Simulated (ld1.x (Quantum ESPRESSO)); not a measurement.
# Before and after: TM potential for Dy (Z = 66)

ld1.x (Quantum ESPRESSO) 7.5 input, shortened:

```
&input
   title='Dy', zed=66., rel=2, dft='PBE', iswitch=3,
   config='[Xe] 4f10 5d0 6s1.5 6p0', rel_dist='average'
 /
 &inputp
   pseudotype=2, tm=.true., lloc=1,
   nlcc=.false.
 /
4
6S  1  0   1.50   0.00  3.10  3.10  0.0
5D  3  2   0.00   0.00  3.35  3.35  0.0
4F  4  3  10.00   0.00  1.45  1.45  0.0
6P  2  1   0.00   0.00  4.20  4.20  0.0
 &test
   configts(1)='4f10 5d0 6s1.5 6p0'
 /
```

Open shells are filled in proportion to 2j + 1 (rel_dist='average').

Change: all radii scaled by about 1.29 (s 4.00, p 5.42, d 4.32, f 1.88 bohr).

Cutoffs: the cutoffs (Ry, on a coarse ladder) from which the occupation-weighted sum of valence levels, in a spherical-Bessel basis at the reference potential, stays within 10 and 1 mRy of its value at 400 Ry; they do not see the model core or the augmentation charge, which bear on the density cutoff. Errors are all-electron minus pseudo energies relative to the spin-unpolarised reference configuration.

**Question.** What does the change do?

**Answer.** The number of tests that count goes from 6 to 7; of the 6 tests that both files solve, the error grows in 1 and shrinks in 3 by more than 15 % and 0.3 meV (median size 145.9 → 130.0 meV); neither file shows a bound ghost at the reference potential, the only one tested.

| quantity | base | changed |
| --- | --- | --- |
| cutoff, loose | 200 Ry | 140 Ry |
| cutoff, tight | over 300 Ry | 200 Ry |
| loose cutoff by channel (10 mRy a level) | s 6 Ry, f 180 Ry | s 6 Ry, f 110 Ry |
| bound ghosts | none | none |
| tests counted (converged, no solver errors) | 6 of 7 | 7 of 7 |
| error for 4f10 5d0 6s2 6p0, meV [ΔE -2.48 eV] | +3.0 | +4.1 |
| error for 4f10 5d0 6s1 6p0, meV [ΔE 3.76 eV] | +11 | +11 |
| error for 4f10 5d0 6s0 6p0, meV [ΔE 15.42 eV] | +264 | +239 |
| error for 4f8 5d0 6s0 6p0, meV [ΔE 85.59 eV] | -8256 | -6169 |
| error for 4f9 5d0 6s2 6p0, meV [ΔE 7.67 eV] | -1760 | -955 |
| error for 4f10 5d0 6s0 6p2, meV [ΔE 3.00 eV] | +28 | +21 |

Base: Tests not counted: 4f11 5d0 6s0 6p0 (solver errors, printed error -1472 eV). These tests converged, but a pseudo level misses the all-electron one widely, so the file describes the atom poorly there or has found another state: 4f8 5d0 6s0 6p0: 4f by 8.6 eV (a node warning on the way); 4f9 5d0 6s2 6p0: 4f by 3.5 eV. Changed file: These tests converged, but a pseudo level misses the all-electron one widely, so the file describes the atom poorly there or has found another state: 4f8 5d0 6s0 6p0: 4f by 5.8 eV (a node warning on the way); 4f11 5d0 6s0 6p0: 4f by 1.0 eV.
